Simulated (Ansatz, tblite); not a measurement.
Cost and result up the ladder for the cluster K2S2⁻ (4 atoms). The state is a doublet with charge -1. Geometry: r2SCAN-D4/def2-TZVPD.

Cartesian coordinates in Å:
```
K -0.071 2.146 -0.901
K -1.038 -2.060 -0.321
S 1.320 -0.318 -0.104
S -0.211 0.231 1.325
```

Ansatz on 4 threads of Arm Neoverse V1 on a shared host; xTB runs through tblite on one thread. Times are rough, summed over both states, and most runs start from the orbitals of an earlier one. ωB97X-V/def2-TZVPD serves as the yardstick here, not as an exact answer. The other state is a quartet at its own geometry, which has other bonds, so the gap mixes isomer and spin.

The xTB rows come from tblite. B3LYP takes the VWN-RPA correlation. Correlated methods freeze 20 core orbitals; core or outer-core shells of K are correlated, in sets that lack core-valence functions. HOMO above LUMO, or a gap near zero within one spin, warns that the state may not be the lowest or that an electron is smeared out. The structure comes from a short search, and lower isomers may exist.

Run but left out: HF/STO-3G (doublet: ⟨S²⟩ 1.71, where a pure state has 0.75); HF/def2-TZVPD, MP2/def2-TZVPD, CCSD/def2-TZVPD, CCSD(T)/def2-TZVPD (flagged by the program: other roots).

Correlated methods converge slowly with the basis.

xTB has no spin-polarisation term.

```tsv
level	functions	wall time	quartet − doublet (eV)	difference from ωB97X-V/def2-TZVPD (eV)	remarks
GFN1-xTB	26	0.005 s	4.14	3.18	–
GFN2-xTB	26	0.007 s	2.06	1.10	–
PBE-D4/def2-TZVPD	164	9 s	0.91	-0.05	HOMO above zero (doublet), HOMO above zero (quartet)
RPA@PBE/def2-TZVPD	164	14 s	0.74	-0.22	–
B3LYP-D4/def2-TZVPD	164	15 s	0.89	-0.07	HOMO above zero (doublet), HOMO above zero (quartet)
PBE0-D4/def2-TZVPD (with forces)	164	16 s	0.88	-0.07	HOMO above zero (doublet), HOMO above zero (quartet)
BHLYP-D4/def2-TZVPD	164	23 s	0.85	-0.11	HOMO above zero (doublet)
r2SCAN-D4/def2-TZVPD	164	24 s	0.96	0.01	HOMO above zero (doublet), HOMO above zero (quartet)
CAM-B3LYP-D4/def2-TZVPD	164	24 s	0.88	-0.08	–
B97M-V/def2-TZVPD	164	43 s	1.08	0.13	HOMO above zero (doublet), HOMO above zero (quartet), gap within one spin near zero (doublet)
ωB97X-V/def2-TZVPD	164	96 s	0.96	0.00	–
```
